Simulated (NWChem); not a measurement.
System: CH4AlIO; SMILES [CH3][Al]([OH])[I]

NWChem printed, in part:

```
             Northwest Computational Chemistry Package (NWChem) 7.3.0
             --------------------------------------------------------

 CS  symmetry detected

                             Geometry "geometry" -> ""
                             -------------------------

 Output coordinates in angstroms (scale by  1.889725989 to convert to a.u.)

  No.       Tag          Charge          X              Y              Z
 ---- ---------------- ---------- -------------- -------------- --------------
    1 Al                  13.0000     0.04510954     1.37188046     0.00000000
    2 I                   53.0000    -0.00351046    -1.11589374     0.00000000
    3 C                    6.0000    -1.58323308     2.41722615     0.00000000
    4 H                    1.0000    -1.35721776     3.49450580     0.00000000
    5 H                    1.0000    -2.19829212     2.18911228     0.88537189
    6 H                    1.0000    -2.19829212     2.18911228    -0.88537189
    7 O                    8.0000     1.55467724     2.15046091     0.00000000
    8 H                    1.0000     2.41541298     1.72814778     0.00000000

 Effective nuclear repulsion energy (a.u.)     370.5351195304

      Symmetry information
      --------------------

 Group name             Cs
 Group number              2
 Group order               2
 No. of unique centers     7

                                 NWChem DFT Module
                                 -----------------

 Summary of "ao basis" -> "ao basis" (spherical)
 ------------------------------------------------------------------------------
       Tag                 Description            Shells   Functions and Types
 ---------------- ------------------------------  ------  ---------------------
 Al                         def2-svp                 8       18   4s3p1d
 I                          def2-svp                10       26   4s4p2d
 C                          def2-svp                 6       14   3s2p1d
 H                          def2-svp                 3        5   2s1p
 O                          def2-svp                 6       14   3s2p1d

      Symmetry analysis of basis
      --------------------------

        a'         64
        a"         28

            General Information
            -------------------
          SCF calculation type: DFT
          Wavefunction type:  closed shell.
          No. of atoms     :     8
          No. of electrons :    56
           Alpha electrons :    28
            Beta electrons :    28
          Charge           :     0
          Spin multiplicity:     1
          Use of symmetry is: on ; symmetry adaption is: on
          Maximum number of iterations: 150
          AO basis - number of functions:    92
                     number of shells:    42
          Convergence on energy requested:  1.00D-06
          Convergence on density requested:  1.00D-05
          Convergence on gradient requested:  5.00D-04

              XC Information
              --------------
                         B3LYP Method XC Potential
                     Hartree-Fock (Exact) Exchange  0.200
                        Slater Exchange Functional  0.800 local
                    Becke 1988 Exchange Functional  0.720 non-local
              Lee-Yang-Parr Correlation Functional  0.810
                  VWN I RPA Correlation Functional  0.190 local

             Grid Information
             ----------------
          Grid used for XC integration:  medium
          Radial quadrature: Mura-Knowles
          Angular quadrature: Lebedev.
          Tag              B.-S. Rad. Rad. Pts. Rad. Cut. Ang. Pts.
          ---              ---------- --------- --------- ---------
          Al                  1.25       88           9.0       590
          I                   1.40      123          12.0       590
          C                   0.70       49          11.0       434
          H                   0.35       45          12.0       434
          O                   0.60       49          10.0       434
          Grid pruning is: on
          Number of quadrature shells:   444
          Spatial weights used:  Erf1

      Superposition of Atomic Density Guess
      -------------------------------------

 Sum of atomic energies:        -703.23161752

      Non-variational initial energy
      ------------------------------

 Total energy =    -653.947529
 1-e energy   =   -1453.372319
 2-e energy   =     576.368717
 HOMO         =      -0.355332
 LUMO         =      -0.009798

      Symmetry analysis of molecular orbitals - initial
      -------------------------------------------------

  Numbering of irreducible representations:

     1 a'          2 a"

  Orbital symmetries:

     1 a'          2 a'          3 a'          4 a'          5 a'
     6 a'          7 a"          8 a'          9 a'         10 a'
    11 a"         12 a'         13 a'         14 a"         15 a'
    16 a"         17 a'         18 a'         19 a'         20 a'
    21 a'         22 a"         23 a'         24 a"         25 a'
    26 a'         27 a"         28 a'         29 a'         30 a"
    31 a'         32 a'         33 a'         34 a"         35 a'
    36 a'         37 a'         38 a'

     ---------------------------------------------
      Total Density - Mulliken Population Analysis
     ---------------------------------------------

    Atom       Charge   Shell Charges
 -----------   ------   -------------------------------------------------------
    1 Al  13    11.77   2.00  1.99  0.77  0.09  5.93  0.53  0.27  0.19
    2 I   25    25.44   1.83  0.22  1.23  0.68  2.92  3.13  2.67  2.75  9.82  0.19
    3 C    6     6.68   1.99  0.96  0.30  2.12  1.29  0.01
    4 H    1     0.86   0.65  0.18  0.03
    5 H    1     0.86   0.65  0.18  0.03
    6 H    1     0.86   0.65  0.18  0.03
    7 O    8     8.89   1.99  1.11  0.64  3.16  1.99  0.00
    8 H    1     0.65   0.52  0.07  0.06

   convergence    iter        energy       DeltaE   RMS-Dens  Diis-err
 ---------------- ----- ----------------- --------- --------- ---------
 d= 0,ls=0.0,diis     1   -655.8675413368 -8.79D+02  1.54D-02  6.59D-01
 d= 0,ls=0.0,diis     2   -655.7536283483  1.14D-01  9.66D-03  1.86D+00
 d= 0,ls=0.0,diis     3   -655.9422327204 -1.89D-01  1.85D-03  3.27D-02
 d= 0,ls=0.0,diis     4   -655.9449431567 -2.71D-03  8.29D-04  5.13D-03
 d= 0,ls=0.0,diis     5   -655.9457821035 -8.39D-04  1.16D-04  1.33D-04
  Resetting Diis
 d= 0,ls=0.0,diis     6   -655.9458015353 -1.94D-05  2.38D-05  3.45D-06
 d= 0,ls=0.0,diis     7   -655.9458018803 -3.45D-07  2.18D-05  9.40D-07
 d= 0,ls=0.0,diis     8   -655.9458017545  1.26D-07  1.25D-05  1.80D-06
 d= 0,ls=0.0,diis     9   -655.9458020293 -2.75D-07  6.70D-07  5.38D-09

         Total DFT energy =     -655.945802029277
      One electron energy =    -1457.411927202883
           Coulomb energy =      635.003482547390
    Exchange-Corr. energy =      -56.593430500743
 Nuclear repulsion energy =      223.056073126959

 Numeric. integr. density =       56.000003827832

                  Occupations of the irreducible representations
                  ----------------------------------------------

                     irrep           alpha         beta
                     --------     --------     --------
                     a'               21.0         21.0
                     a"                7.0          7.0

                       DFT Final Molecular Orbital Analysis
                       ------------------------------------

 Vector   26  Occ=2.000000D+00  E=-3.002464D-01  Symmetry=a'
              MO Center= -3.8D-01,  6.6D-01, -2.6D-16, r^2= 5.2D+00
   Bfn.  Coefficient  Atom+Function         Bfn.  Coefficient  Atom+Function
  ----- ------------  ---------------      ----- ------------  ---------------
    30      0.418840  2 I  py                33      0.353167  2 I  py
    48     -0.259030  3 C  px                78      0.203474  7 O  py
    49      0.185173  3 C  py                51     -0.179462  3 C  px
     9     -0.177613  1 Al py                27     -0.169586  2 I  py
    47     -0.154301  3 C  s                 81      0.140834  7 O  py

 Vector   27  Occ=2.000000D+00  E=-2.723502D-01  Symmetry=a"
              MO Center=  3.4D-02, -9.2D-01,  3.1D-16, r^2= 2.4D+00
   Bfn.  Coefficient  Atom+Function         Bfn.  Coefficient  Atom+Function
  ----- ------------  ---------------      ----- ------------  ---------------
    31      0.580109  2 I  pz                34      0.535310  2 I  pz
    28     -0.238094  2 I  pz                25     -0.192879  2 I  pz
    79     -0.108499  7 O  pz                82     -0.088800  7 O  pz
    13      0.054465  1 Al pz                10      0.053717  1 Al pz
    15     -0.047595  1 Al d -1              41      0.030456  2 I  d -1

 Vector   28  Occ=2.000000D+00  E=-2.663061D-01  Symmetry=a'
              MO Center= -9.4D-04, -8.6D-01, -7.6D-16, r^2= 2.7D+00
   Bfn.  Coefficient  Atom+Function         Bfn.  Coefficient  Atom+Function
  ----- ------------  ---------------      ----- ------------  ---------------
    29      0.584052  2 I  px                32      0.529375  2 I  px
    26     -0.238426  2 I  px                23     -0.193115  2 I  px
    78      0.103212  7 O  py                81      0.079404  7 O  py
    49     -0.070131  3 C  py                47      0.069583  3 C  s
    48      0.060024  3 C  px                14     -0.051261  1 Al d -2

[...]
```

Level: B3LYP/def2-SVP with def2 effective core potentials on I. The geometry was optimised at PBE0/def2-SVP. def2 effective core potentials on I; no spin-orbit coupling.

**Question.** Which NWChem input produces such a log?

**Answer.** This is not unique; one that fits is the input that was run:
```
start job
memory heap 200 mb stack 900 mb global 1100 mb
geometry units angstroms noautoz
  Al    -0.046451     1.388722     0.033730
  I      0.074762    -1.059403     0.461954
  C     -1.735653     2.332453     0.019043
  H     -1.584454     3.403187    -0.186583
  H     -2.251973     2.231961     0.987304
  H     -2.410563     1.920993    -0.748692
  O      1.400444     2.231888    -0.250080
  H      2.284471     1.861075    -0.264515
end
basis spherical
  * library def2-svp
end
ecp
  I library def2-ecp
end
dft
  xc b3lyp
  iterations 150
  mulliken
end
task dft energy
```
